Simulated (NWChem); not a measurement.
System: C$_{3}$H$_{2}$BF$_{3}$; SMILES C#C[C@@H](F)B(F)F

Parts of the log:

```
             Northwest Computational Chemistry Package (NWChem) 7.3.0
             --------------------------------------------------------

 C1  symmetry detected

                             Geometry "geometry" -> ""
                             -------------------------

 Output coordinates in angstroms (scale by  1.889725989 to convert to a.u.)

  No.       Tag          Charge          X              Y              Z
 ---- ---------------- ---------- -------------- -------------- --------------
    1 C                    6.0000     1.02822638    -2.35165117     0.54745862
    2 C                    6.0000     0.37064582    -1.48127808     0.02984878
    3 C                    6.0000    -0.39907634    -0.39231047    -0.56850248
    4 F                    9.0000    -1.75587306    -0.50053284    -0.24196081
    5 B                    5.0000     0.17246977     0.99640755    -0.04626109
    6 F                    9.0000     1.35064214     1.42092331    -0.47073073
    7 F                    9.0000    -0.50045038     1.73991357     0.80663025
    8 H                    1.0000     1.60470223    -3.12826759     0.99738305
    9 H                    1.0000    -0.31469456    -0.44506812    -1.66435553

 Effective nuclear repulsion energy (a.u.)     264.4948651547

  pbe96 is a nonlocal functional; adding pw91lda local functional.

                                 NWChem DFT Module
                                 -----------------

 Summary of "ao basis" -> "ao basis" (spherical)
 ------------------------------------------------------------------------------
       Tag                 Description            Shells   Functions and Types
 ---------------- ------------------------------  ------  ---------------------
 C                         def2-tzvp                11       31   5s3p2d1f
 F                         def2-tzvp                11       31   5s3p2d1f
 B                         def2-tzvp                11       31   5s3p2d1f
 H                         def2-tzvp                 4        6   3s1p

            General Information
            -------------------
          SCF calculation type: DFT
          Wavefunction type:  closed shell.
          No. of atoms     :     9
          No. of electrons :    52
           Alpha electrons :    26
            Beta electrons :    26
          Charge           :     0
          Spin multiplicity:     1
          Use of symmetry is: off; symmetry adaption is: off
          Maximum number of iterations: 150
          AO basis - number of functions:   229
                     number of shells:    85
          Convergence on energy requested:  1.00D-06
          Convergence on density requested:  1.00D-05
          Convergence on gradient requested:  5.00D-04

              XC Information
              --------------
          PerdewBurkeErnzerhof Exchange Functional  1.000
            Perdew 1991 LDA Correlation Functional  1.000 local
           PerdewBurkeErnz. Correlation Functional  1.000 non-local

             Grid Information
             ----------------
          Grid used for XC integration:  medium
          Radial quadrature: Mura-Knowles
          Angular quadrature: Lebedev.
          Tag              B.-S. Rad. Rad. Pts. Rad. Cut. Ang. Pts.
          ---              ---------- --------- --------- ---------
          C                   0.70       49          12.0       434
          F                   0.50       49          13.0       434
          B                   0.85       49          12.0       434
          H                   0.35       45          13.0       434
          Grid pruning is: on
          Number of quadrature shells:   433
          Spatial weights used:  Erf1

      Superposition of Atomic Density Guess
      -------------------------------------

 Sum of atomic energies:        -436.80255096

      Non-variational initial energy
      ------------------------------

 Total energy =    -439.391197
 1-e energy   =   -1127.882118
 2-e energy   =     423.996056
 HOMO         =      -0.316948
 LUMO         =      -0.002740

------------------------------------------------------------
EAF file 0: "./job.aoints.0" size=1150287872 bytes
------------------------------------------------------------
               write      read    awrite     aread      wait
               -----      ----    ------     -----      ----
     calls:     2194         0         0         0         0
   data(b): 1.15e+09  0.00e+00  0.00e+00  0.00e+00
   time(s): 0.00e+00  0.00e+00  0.00e+00  0.00e+00  0.00e+00
rate(mb/s): 0.00e+00  0.00e+00
------------------------------------------------------------

     ---------------------------------------------
      Total Density - Mulliken Population Analysis
     ---------------------------------------------

    Atom       Charge   Shell Charges
 -----------   ------   -------------------------------------------------------
    1 C    6     6.29   0.86  1.12  0.60  0.49  0.10  1.22  1.44  0.44  0.01  0.00  0.01
    2 C    6     6.02   0.86  1.12  0.60  0.50  0.16  1.19  1.22  0.28  0.02  0.07  0.01
    3 C    6     5.82   0.85  1.12  0.51  0.64  0.15  1.02  1.16  0.22  0.02  0.10  0.01
    4 F    9     9.39   0.77  1.20  0.61  1.00  0.31  2.33  2.31  0.84  0.00  0.01  0.00
    5 B    5     4.05   0.91  1.07  0.49  0.36  0.03  0.63  0.29  0.05  0.10  0.08  0.04
    6 F    9     9.42   0.77  1.20  0.61  0.99  0.32  2.36  2.32  0.84  0.00  0.01  0.00
    7 F    9     9.41   0.77  1.20  0.61  0.99  0.31  2.36  2.32  0.83  0.00  0.01  0.00
    8 H    1     0.75   0.22  0.42  0.09  0.02
    9 H    1     0.86   0.24  0.45  0.15  0.02

   convergence    iter        energy       DeltaE   RMS-Dens  Diis-err
 ---------------- ----- ----------------- --------- --------- ---------
 d= 0,ls=0.0,diis     1   -439.4739683387 -7.04D+02  1.47D-02  2.07D+00
 d= 0,ls=0.0,diis     2   -439.1205858987  3.53D-01  7.60D-03  6.28D+00
 d= 0,ls=0.0,diis     3   -439.6276212554 -5.07D-01  2.13D-03  2.82D-01
 d= 0,ls=0.0,diis     4   -439.6026175244  2.50D-02  1.46D-03  4.22D-01
 d= 0,ls=0.0,diis     5   -439.6545288373 -5.19D-02  8.01D-04  1.20D-02
  Resetting Diis
 d= 0,ls=0.0,diis     6   -439.6556227807 -1.09D-03  2.72D-04  1.60D-03
 d= 0,ls=0.0,diis     7   -439.6557859892 -1.63D-04  8.52D-05  1.22D-04
 d= 0,ls=0.0,diis     8   -439.6557569764  2.90D-05  8.05D-05  5.08D-04
 d= 0,ls=0.0,diis     9   -439.6557955334 -3.86D-05  1.37D-05  4.48D-06
 d= 0,ls=0.0,diis    10   -439.6557958655 -3.32D-07  1.92D-06  8.22D-07

         Total DFT energy =     -439.655795865458
      One electron energy =    -1131.562606631042
           Coulomb energy =      479.408779631244
    Exchange-Corr. energy =      -51.996834020359
 Nuclear repulsion energy =      264.494865154699

 Numeric. integr. density =       51.999996232473

                       DFT Final Molecular Orbital Analysis
                       ------------------------------------

 Vector   24  Occ=2.000000D+00  E=-3.161176D-01
              MO Center= -7.4D-01, -5.2D-01, -2.1D-01, r^2= 2.7D+00
   Bfn.  Coefficient  Atom+Function         Bfn.  Coefficient  Atom+Function
  ----- ------------  ---------------      ----- ------------  ---------------
   100      0.362680  4 F  py                 5      0.345223  1 C  s
   103      0.287956  4 F  py                36     -0.226606  2 C  s
    67     -0.215291  3 C  s                106      0.209320  4 F  py
    45     -0.169273  2 C  pz                44      0.162277  2 C  py
    69     -0.158665  3 C  py                39     -0.156889  2 C  pz

 Vector   25  Occ=2.000000D+00  E=-2.776865D-01
              MO Center=  5.7D-01, -1.8D+00,  2.5D-01, r^2= 1.8D+00
   Bfn.  Coefficient  Atom+Function         Bfn.  Coefficient  Atom+Function
  ----- ------------  ---------------      ----- ------------  ---------------
    37      0.253885  2 C  px                 6      0.245517  1 C  px
    40      0.211951  2 C  px                 9      0.191896  1 C  px
     8     -0.146526  1 C  pz                39     -0.144129  2 C  pz
    12      0.129851  1 C  px                42     -0.125977  2 C  pz
    11     -0.118423  1 C  pz                43      0.116065  2 C  px

 Vector   26  Occ=2.000000D+00  E=-2.579828D-01
              MO Center=  4.3D-01, -1.5D+00,  1.2D-01, r^2= 2.8D+00
   Bfn.  Coefficient  Atom+Function         Bfn.  Coefficient  Atom+Function
  ----- ------------  ---------------      ----- ------------  ---------------
     8      0.228804  1 C  pz                11      0.188547  1 C  pz
    39      0.186604  2 C  pz                 7      0.176068  1 C  py
    42      0.165664  2 C  pz                38      0.156523  2 C  py
   128     -0.140892  5 B  s                 10      0.127728  1 C  py
   225      0.125513  9 H  s                 41      0.122907  2 C  py

 Vector   27  Occ=0.000000D+00  E=-6.483475D-02
              MO Center=  1.9D-01, -2.7D-01, -4.8D-02, r^2= 4.3D+00
   Bfn.  Coefficient  Atom+Function         Bfn.  Coefficient  Atom+Function
  ----- ------------  ---------------      ----- ------------  ---------------
    67      0.452109  3 C  s                 43      0.431874  2 C  px
    13     -0.272405  1 C  py               135      0.272319  5 B  pz
     5     -0.253360  1 C  s                132      0.236105  5 B  pz
    74      0.228144  3 C  px                12     -0.225159  1 C  px
    36     -0.198741  2 C  s                 75     -0.196770  3 C  py

[...]
```

Level: PBE/def2-TZVP. All runs use the structure optimised with B3LYP/6-31G* (spherical d).

### Question
Which NWChem input produces such a log?

### Answer
One answer among several that fit: the input that was run:
```
start job
memory heap 200 mb stack 900 mb global 1100 mb
geometry units angstroms noautoz
  C      1.106804    -2.316853     0.547613
  C      0.413415    -1.472721     0.033284
  C     -0.400513    -0.414462    -0.561658
  F     -1.748548    -0.566525    -0.216814
  B      0.130096     0.996257    -0.055432
  F      1.287609     1.457718    -0.497807
  F     -0.556751     1.722084     0.801576
  H      1.715085    -3.070482     0.994745
  H     -0.328429    -0.471526    -1.658173
end
basis spherical
  * library def2-tzvp
end
dft
  xc xpbe96 cpbe96
  iterations 150
  semidirect filesize 400000000
  mulliken
end
task dft energy
```
